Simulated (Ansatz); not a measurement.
One geometry of ClHIn (`[Cl][InH]`) radical, several functionals.

```yaml
crystal:
  periodic: [false, false, false]
  atoms:
    - {symbol: Cl, position_ang: [-1.649850, 0.396812, -0.867425]}
    - {symbol: In, position_ang: [0.409548, 0.542352, 0.286090]}
    - {symbol: H, position_ang: [1.229403, -1.003864, 0.568135]}
basis:
  gaussian: {orbitals: def2-TZVPP}
magnetization: {spin_polarized: true, initial_magnetization: 1}
hamiltonian: {xc: {name: PBE-QIDH}}
```

```sh
$ ansatz run in.yaml --threads 2 --pin off --events-out ev --progress --plain
```

Shortened log:

```
Functional definition: PBE-QIDH
806 factors; integrals over basis functions are off by at most 1.2e-3 eV
mean field evaluation 1: about -17695.8951 eV, gradient 1.2e1 eV
mean field evaluation 2: about -17695.9101 eV, gradient 1.2e1 eV
mean field evaluation 4: about -17696.9327 eV, gradient 1.2e0 eV
mean field evaluation 8: about -17696.9666 eV, gradient 8.5e-2 eV
mean field evaluation 16: about -17696.9668 eV, gradient 1.2e-3 eV
mean field -17696.96684509 eV, -650.3515361221 hartree, gradient 9.3e-6 eV, S^2 0.763023; 0 other end points of the search recorded, 0 dependent functions left out
9 core orbitals not correlated: weight in the atoms' cores, before any rotation towards them, 1.000 or more for the frozen orbitals, at most 0.000 for the correlated occupied ones
reference -17696.96685821 eV, -650.3515366041 hartree; 11, 10 occupied and 86, 87 virtual orbitals, 806 factors
second order -13.87044171 eV of doubles, -0.00000000 eV of singles
Total energy: -17701.59033878 eV, -650.5214463811 hartree
```

Run time 2.4 s (2 threads of a server CPU on a shared host); peak host memory 0.21 GiB.

Changing it to `hamiltonian: {xc: hse06, dispersion: d4}` (abridged; 1.8 s):

```
Functional definition: HSE06
mean field evaluation 16: about -17709.2927 eV, gradient 4.5e-5 eV
mean field -17709.29266594 eV, -650.8045016837 hartree, gradient 9.3e-6 eV, S^2 0.756621
Total energy: -17709.33490711 eV, -650.8060540181 hartree
```

Changing it to `hamiltonian: {xc: {name: CAM-B3LYP}, dispersion: d4}` (abridged; 1.9 s):

```
Functional definition: CAM-B3LYP
mean field evaluation 16: about -17713.4433 eV, gradient 4.7e-5 eV
mean field -17713.44328088 eV, -650.9570339693 hartree, gradient 4.7e-5 eV, S^2 0.758565
Total energy: -17713.48967321 eV, -650.9587388561 hartree
```

Changing it to `hamiltonian: {xc: {name: wB97M-V}}` and forces (abridged; 6 s):

```
Functional definition: wB97M-V
mean field evaluation 16: about -17711.4857 eV, gradient 4.0e-4 eV
mean field -17711.48567099 eV, -650.8850931327 hartree, gradient 7.5e-5 eV, S^2 0.756372
Total energy: -17711.48572303 eV, -650.8850950452 hartree
Atom 0 force     0.057527     0.003297     0.032137 eV/Å
Atom 1 force     0.017820    -0.143456    -0.006002 eV/Å
Atom 2 force    -0.075347     0.140159    -0.026135 eV/Å
Dipole moment:     0.504076     0.115117     0.291124 e Å
```

Changing it to `hamiltonian: {xc: {name: BHLYP}, dispersion: d4}` (abridged; 1.8 s):

```
Functional definition: BHLYP
mean field evaluation 16: about -17711.5629 eV, gradient 2.3e-4 eV
mean field -17711.56291662 eV, -650.8879318574 hartree, gradient 2.5e-5 eV, S^2 0.760496
Total energy: -17711.65094689 eV, -650.8911669100 hartree
```

Changing it to `hamiltonian: {xc: {name: B97M-V}}` (abridged; 5.5 s):

```
Functional definition: B97M-V
mean field evaluation 16: about -17710.4834 eV, gradient 1.3e-4 eV
mean field -17710.48336773 eV, -650.8482591671 hartree, gradient 2.9e-5 eV, S^2 0.752724
Total energy: -17710.48343685 eV, -650.8482617076 hartree
```

HSE06 is the plane-wave form, built on full-range PBE exchange.
